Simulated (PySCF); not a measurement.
# Broadened absorption spectrum of cyclo-(H2SnS)2

Species: cyclo-(H2SnS)2.
Z-matrix (Å and degrees, PBE0-D3(BJ)/def2-SVP geometry), rows numbered from 1:
```
Sn
H   1  1.7124
H   1  1.7124  2  112.89
S   1  2.4390  2  111.55  3   127.52
Sn  4  2.4375  1   84.22  2   116.52
H   5  1.7124  4  111.79  1   115.65
H   5  1.7122  4  111.46  1  -117.09
S   1  2.4381  2  111.84  3  -126.52
```

Theory: TDDFT CAM-B3LYP/def2-SVPD, vertical, gas phase, core orbitals frozen in the response, def2 core potentials past Kr in PySCF 2.14.0, density-fitted response routines. Spin–orbit coupling is left out.

Broadening: Gaussians 0.4 eV wide at half height, area fixed by f = 4.319×10⁻⁹ ∫ε dν̃. The cross-section is σ = 3.8235×10⁻²¹ ε cm², given in Mb (10⁻¹⁸ cm²). The width is an assumption, not a result. The curve ends short of the highest state used, and states not computed would add to its high-energy end.

λ (nm), σ (Mb) and a bar:
```
    218.1       9.03 ##############################
    220.1       7.49 #########################
    222.2       5.61 ###################
    224.2       3.92 #############
    226.3       2.48 ########
    228.3       1.50 #####
    230.4       0.84 ###
    232.5       0.50 ##
    234.5       0.41 #
    236.6       0.52 ##
    238.6       0.81 ###
    240.7       1.33 ####
    242.7       2.04 #######
    244.8       3.00 ##########
    246.8       4.06 #############
    248.9       5.22 #################
    250.9       6.24 #####################
    253.0       7.08 ########################
    255.0       7.57 #########################
    257.1       7.68 ##########################
    259.1       7.41 #########################
    261.2       6.79 #######################
    263.2       5.97 ####################
    265.3       4.99 #################
    267.3       4.03 #############
    269.4       3.10 ##########
    271.4       2.32 ########
    273.5       1.65 #####
    275.5       1.16 ####
    277.6       0.77 ###
    279.6       0.51 ##
    281.7       0.32 #
    283.7       0.20 #
    285.8       0.12 
    287.8       0.07 
    289.9       0.04 
    292.0       0.02 
    294.0       0.01 
    296.1       0.01 
    298.1       0.00 
    300.2       0.00 
    302.2       0.00 
    304.3       0.00 
    306.3       0.00
```

(1) Where are the band maxima, and which computed states make them?

(2) On this curve, what absorbance would a 10⁻⁵ mol/L sample give at 254 nm over a 1 cm path?

(3) Coming from long wavelengths, where does ε first pass 100 L mol⁻¹ cm⁻¹?

Results:

(1) 257 nm (4.83 eV), ε about 2000, made up of S4 (100%) (ε in L mol⁻¹ cm⁻¹; maxima over ε = 5, shares over 10%). At its high-energy end, 5.69 eV, the curve is still rising (ε about 2400, from S8). The states used: S1 4.65 eV (f 0.0001); S2 4.68 eV (f 0.0000); S3 4.72 eV (f 0.0000); S4 4.83 eV (f 0.030); S5 5.30 eV (f 0.0000); S6 5.52 eV (f 0.0000); S7 5.69 eV (f 0.0000); S8 5.76 eV (f 0.039); S9 6.09 eV (f 0.0000); S10 6.29 eV (f 0.0001).

(2) 254 nm is 4.881 eV, where ε is about 1900 L mol⁻¹ cm⁻¹, so A = ε c l ≈ 0.019 (Beer–Lambert, with the gas-phase spectrum and the assumed width).

(3) At about 281 nm (4.41 eV), 0.23 eV below S1.

The vertical ionisation energy (ΔSCF) is 9.24 eV, 2.96 eV above S10.

On one thread, Arm Neoverse V1 (shared host), this took 1.9 min of wall time.

One conformer stands for the species.
